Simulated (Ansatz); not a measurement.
Steps of a relaxation of C2H7NSi, SMILES `C=CN[SiH3]` with RKS PBE-D4/def2-SVP.

```sh
$ ansatz run in.yaml --threads 2 --pin off --events-out ev --progress --plain --max-ram 22528MiB --backend cpu
```

```yaml
crystal:
  periodic: [false, false, false]
  atoms:
    - {symbol: C, position_ang: [-0.279200, 2.070500, -0.193300]}
    - {symbol: C, position_ang: [-0.486900, 0.840700, 0.168600]}
    - {symbol: N, position_ang: [0.219300, -0.222400, -0.286600]}
    - {symbol: Si, position_ang: [0.370000, -1.838200, 0.158200]}
    - {symbol: H, position_ang: [0.431400, 2.405500, -0.939400]}
    - {symbol: H, position_ang: [-0.966600, 2.907600, 0.201800]}
    - {symbol: H, position_ang: [-1.234700, 0.591800, 0.894100]}
    - {symbol: H, position_ang: [1.054000, 0.052200, -0.895800]}
    - {symbol: H, position_ang: [0.823600, -2.582900, -0.958900]}
    - {symbol: H, position_ang: [1.217500, -1.991600, 1.336300]}
    - {symbol: H, position_ang: [-1.083200, -2.290300, 0.535600]}
basis:
  gaussian: {orbitals: def2-SVP}
hamiltonian: {xc: pbe, dispersion: d4}
relax: {f_tol: 0.03, max_steps: 200}
```

Positions (Å) and forces (eV/Å) along the path, 11 of 11 steps:

```xyz
11
step=1 energy=-11540.8692 eV
C    -0.279    2.071   -0.193   -1.406    4.695    0.089
C    -0.487    0.841    0.169   -0.106   -1.693    0.571
N     0.219   -0.222   -0.287    2.492    0.678   -2.343
Si    0.370   -1.838    0.158   -2.455   -0.942    1.790
H     0.431    2.405   -0.939    0.573   -0.040   -0.402
H    -0.967    2.908    0.202    0.935   -1.126   -0.420
H    -1.235    0.592    0.894   -0.934   -0.258    0.760
H     1.054    0.052   -0.896   -1.308   -0.071    0.691
H     0.824   -2.583   -0.959    0.719   -0.900   -1.308
H     1.218   -1.992    1.336    0.634   -0.397    0.688
H    -1.083   -2.290    0.536    0.858    0.053   -0.117
11
step=2 energy=-11541.3324 eV
C    -0.313    2.145   -0.219   -0.358    1.257    0.290
C    -0.486    0.870    0.156   -0.089   -0.300    0.017
N     0.241   -0.212   -0.298    1.019    0.582   -1.117
Si    0.338   -1.858    0.188   -0.712   -0.723    0.893
H     0.471    2.494   -0.907    0.085   -0.186   -0.073
H    -0.956    2.947    0.213    0.211   -0.428   -0.199
H    -1.288    0.598    0.853   -0.182   -0.012    0.207
H     1.007    0.049   -0.956   -0.558   -0.005    0.364
H     0.850   -2.633   -0.954    0.220   -0.245   -0.464
H     1.242   -2.096    1.358    0.161   -0.064    0.172
H    -1.040   -2.361    0.588    0.203    0.124   -0.090
11
step=3 energy=-11541.4011 eV
C    -0.303    2.176   -0.188   -0.143   -0.042   -0.124
C    -0.473    0.875    0.148    0.070   -0.026    0.129
N     0.270   -0.206   -0.319    0.082    0.214   -0.131
Si    0.323   -1.873    0.209    0.121   -0.208    0.105
H     0.471    2.516   -0.898   -0.015   -0.100    0.053
H    -1.009    2.934    0.179    0.053   -0.012    0.098
H    -1.264    0.592    0.869    0.001    0.021   -0.090
H     1.002    0.056   -0.985    0.007    0.075   -0.064
H     0.853   -2.656   -0.963   -0.033    0.013    0.036
H     1.248   -2.136    1.380   -0.078    0.028   -0.024
H    -1.053   -2.335    0.588   -0.066    0.038    0.010
11
step=4 energy=-11541.4125 eV
C    -0.324    2.171   -0.186   -0.084    0.007   -0.066
C    -0.465    0.864    0.128    0.138   -0.177    0.036
N     0.310   -0.196   -0.335    0.123   -0.032   -0.165
Si    0.329   -1.866    0.212    0.072    0.030    0.006
H     0.452    2.531   -0.883    0.032   -0.047    0.042
H    -1.021    2.915    0.218   -0.028   -0.003    0.034
H    -1.260    0.526    0.813   -0.113    0.132    0.085
H     1.050    0.069   -0.992   -0.011    0.092   -0.016
H     0.804   -2.693   -0.952   -0.011    0.003    0.029
H     1.251   -2.134    1.378   -0.022    0.007   -0.006
H    -1.061   -2.244    0.620   -0.097   -0.011    0.019
11
step=5 energy=-11541.4161 eV
C    -0.326    2.151   -0.181   -0.097    0.062    0.038
C    -0.452    0.842    0.136    0.162    0.292   -0.220
N     0.323   -0.193   -0.371   -0.039   -0.219    0.096
Si    0.322   -1.849    0.211    0.171   -0.089   -0.092
H     0.448    2.517   -0.876    0.000   -0.045    0.011
H    -1.022    2.892    0.233    0.001   -0.004    0.039
H    -1.242    0.519    0.835   -0.035   -0.048    0.044
H     1.055    0.083   -1.032   -0.069    0.073    0.025
H     0.810   -2.692   -0.933    0.009   -0.050    0.014
H     1.222   -2.101    1.395    0.002    0.003    0.031
H    -1.073   -2.226    0.603   -0.105    0.024    0.013
11
step=6 energy=-11541.4212 eV
C    -0.335    2.158   -0.185    0.021   -0.030    0.033
C    -0.451    0.847    0.128    0.042    0.075   -0.036
N     0.321   -0.197   -0.374   -0.001   -0.104    0.022
Si    0.332   -1.858    0.204   -0.008    0.007    0.029
H     0.446    2.526   -0.871   -0.025   -0.009   -0.016
H    -1.023    2.894    0.249   -0.006   -0.003    0.011
H    -1.233    0.522    0.838    0.005   -0.016   -0.027
H     1.045    0.086   -1.041    0.002    0.058   -0.016
H     0.822   -2.728   -0.922   -0.008    0.038    0.017
H     1.217   -2.101    1.403   -0.002    0.005   -0.016
H    -1.076   -2.205    0.593   -0.020   -0.022   -0.001
11
step=7 energy=-11541.4223 eV
C    -0.326    2.159   -0.181    0.004    0.017    0.002
C    -0.439    0.847    0.126   -0.037    0.021    0.007
N     0.313   -0.203   -0.389    0.046   -0.073   -0.001
Si    0.326   -1.859    0.208    0.015    0.071   -0.036
H     0.431    2.537   -0.887    0.001   -0.022   -0.001
H    -1.010    2.886    0.274   -0.004    0.019    0.004
H    -1.215    0.525    0.844   -0.006   -0.010    0.015
H     1.030    0.081   -1.063   -0.003   -0.014    0.001
H     0.845   -2.720   -0.907    0.005   -0.006   -0.006
H     1.193   -2.083    1.422    0.006    0.003    0.010
H    -1.083   -2.228    0.572   -0.028   -0.007    0.004
11
step=8 energy=-11541.4229 eV
C    -0.326    2.159   -0.180   -0.002   -0.007   -0.003
C    -0.439    0.848    0.132    0.004   -0.004    0.008
N     0.311   -0.203   -0.387    0.005    0.030   -0.016
Si    0.325   -1.857    0.206   -0.003   -0.001    0.003
H     0.425    2.526   -0.898    0.002   -0.001   -0.001
H    -1.001    2.894    0.277    0.001    0.000    0.000
H    -1.205    0.527    0.861   -0.005    0.000    0.005
H     1.019    0.079   -1.072   -0.005   -0.011    0.005
H     0.863   -2.713   -0.905    0.004   -0.003   -0.003
H     1.179   -2.077    1.431    0.005   -0.001    0.005
H    -1.086   -2.239    0.555   -0.007   -0.002   -0.003
11
step=9 energy=-11541.4230 eV
C    -0.325    2.159   -0.180    0.000    0.000   -0.003
C    -0.436    0.849    0.138    0.003   -0.008   -0.001
N     0.306   -0.204   -0.389   -0.003    0.052   -0.009
Si    0.323   -1.857    0.206   -0.003   -0.030    0.004
H     0.420    2.521   -0.908   -0.004    0.001    0.003
H    -0.992    2.897    0.283    0.004   -0.003   -0.002
H    -1.194    0.531    0.877    0.006   -0.002   -0.003
H     1.007    0.076   -1.082   -0.007   -0.013    0.008
H     0.881   -2.707   -0.900    0.001    0.001    0.000
H     1.166   -2.070    1.440   -0.006    0.001    0.001
H    -1.090   -2.252    0.537    0.009    0.001    0.001
11
step=10 energy=-11541.4231 eV
C    -0.323    2.159   -0.180    0.000    0.011   -0.005
C    -0.433    0.850    0.142    0.006   -0.011   -0.002
N     0.302   -0.205   -0.393   -0.006    0.044   -0.003
Si    0.321   -1.857    0.204   -0.005   -0.033    0.013
H     0.412    2.517   -0.919   -0.009   -0.001    0.009
H    -0.982    2.900    0.291    0.006   -0.005   -0.004
H    -1.182    0.535    0.892    0.010    0.000   -0.009
H     0.995    0.073   -1.093   -0.010   -0.013    0.010
H     0.900   -2.702   -0.895   -0.003    0.003    0.008
H     1.147   -2.061    1.452   -0.001    0.001   -0.010
H    -1.092   -2.266    0.521    0.012    0.004   -0.009
11
step=11 energy=-11541.4232 eV
C    -0.323    2.159   -0.180   -0.001    0.008   -0.003
C    -0.430    0.851    0.144    0.006   -0.009   -0.001
N     0.300   -0.205   -0.393   -0.004    0.020    0.002
Si    0.320   -1.857    0.204    0.002   -0.016    0.001
H     0.407    2.517   -0.925   -0.006   -0.001    0.006
H    -0.978    2.901    0.294    0.004   -0.003   -0.003
H    -1.174    0.537    0.899    0.007    0.001   -0.007
H     0.990    0.071   -1.098   -0.006   -0.008    0.006
H     0.908   -2.700   -0.892   -0.003    0.004    0.005
H     1.140   -2.059    1.456   -0.006    0.001   -0.006
H    -1.094   -2.272    0.510    0.010    0.002   -0.001
```

Hardware: 2 threads of an AMD EPYC 7R13 on a shared host. Wall time 14 s, peak host memory 0.18 GiB.
